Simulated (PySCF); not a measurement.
This PySCF input asks for the NMR shieldings of `InChI=1S/C3H12BNS/c1-4(2,5)6-3/h1-3,5H3`; the geometry comes from GFN2-xTB.

```python
import basis_set_exchange as bse
import numpy as np
from pyscf import gto, dft
from pyscf.prop import nmr

atoms = """
C     2.232755   -1.148165    0.290263
S     1.659660    0.562538    0.034357
B    -0.262761    0.406843    0.049301
C    -0.943281    1.791862    0.518241
C    -0.860748   -0.925199    0.732397
N    -0.591622    0.284772   -1.587660
H     3.317396   -1.113635    0.303877
H     1.898276   -1.791054   -0.520907
H     1.862395   -1.516574    1.241438
H    -2.021106    1.797016    0.354052
H    -0.787104    1.964348    1.579691
H    -0.525240    2.654558    0.001403
H    -1.950028   -0.928721    0.689625
H    -0.518332   -1.849012    0.265895
H    -0.595422   -0.986392    1.785462
H    -1.593373    0.268787   -1.759049
H    -0.169901    1.093976   -2.036909
H    -0.160323   -0.559629   -1.953132
"""
names = dict.fromkeys(["C", "S", "B", "N", "H"], "pcSseg-1")
basis = {el: gto.basis.parse(bse.get_basis(n, elements=[el], fmt="nwchem")) for el, n in names.items()}
mol = gto.M(atom=atoms, basis=basis, charge=0, verbose=0)
mf = dft.RKS(mol, xc="PBE0")
mf.grids.level = 2
mf.grids.alignment = dft.numint.BLKSIZE   # the property module wants whole blocks of grid points
mf.conv_tol = 1e-9
mf.kernel()

calc = nmr.RKS(mf)   # GIAO
C = mf.mo_coeff
Co = C[:, mf.mo_occ > 0]
resp = mf.gen_response(singlet=True, hermi=2)
def vind(x):   # induced exchange potential for any number of trial vectors
    d = np.einsum("pi,xij,qj->xpq", C, 2 * x.reshape(-1, C.shape[1], Co.shape[1]), Co, optimize=True)
    return np.einsum("xpq,pi,qj->xij", resp(d - d.transpose(0, 2, 1)), C, Co, optimize=True).ravel()
mo1, _ = nmr.rhf.solve_mo1(calc, with_cphf=vind)
sigma = calc.kernel(mo1)
for i, s in enumerate(sigma):   # ppm
    w = np.linalg.eigvalsh((s + s.T) / 2)
    print("%2d %-2s iso %8.1f  s11 %8.1f  s22 %8.1f  s33 %8.1f" % (i, mol.atom_pure_symbol(i), w.mean(), *w))
```

Q: Give the expected output.

A: 
```
 0 C  iso    172.4  s11    162.7  s22    169.5  s33    184.9
 1 S  iso    644.7  s11    545.6  s22    622.5  s33    765.9
 2 B  iso    106.2  s11    101.4  s22    103.1  s33    114.1
 3 C  iso    177.6  s11    166.6  s22    175.8  s33    190.5
 4 C  iso    180.4  s11    176.1  s22    178.4  s33    186.9
 5 N  iso    194.1  s11    169.3  s22    200.8  s33    212.2
 6 H  iso     29.9  s11     24.2  s22     27.0  s33     38.5
 7 H  iso     29.9  s11     24.2  s22     28.4  s33     37.2
 8 H  iso     29.7  s11     24.1  s22     28.4  s33     36.6
 9 H  iso     32.1  s11     28.1  s22     29.4  s33     38.9
10 H  iso     31.3  s11     27.3  s22     28.8  s33     37.8
11 H  iso     31.9  s11     27.8  s22     30.2  s33     37.7
12 H  iso     31.9  s11     27.9  s22     29.4  s33     38.3
13 H  iso     32.0  s11     27.8  s22     31.0  s33     37.0
14 H  iso     31.4  s11     27.4  s22     28.8  s33     37.9
15 H  iso     29.1  s11     23.1  s22     25.2  s33     39.1
16 H  iso     29.1  s11     24.5  s22     26.3  s33     36.4
17 H  iso     28.9  s11     23.8  s22     27.0  s33     35.9
```

These numbers come from an equivalent density-fitted implementation of the same equations, which agrees with the script to about 0.01 ppm for H and up to a few tenths of a ppm for heavy atoms, so last digits may differ.

Size and cost of the density-fitted run: 169 basis functions, 70 s wall time (59 s CPU) on 1 thread of an Intel Xeon, shared host; peak memory 0.77 GiB.
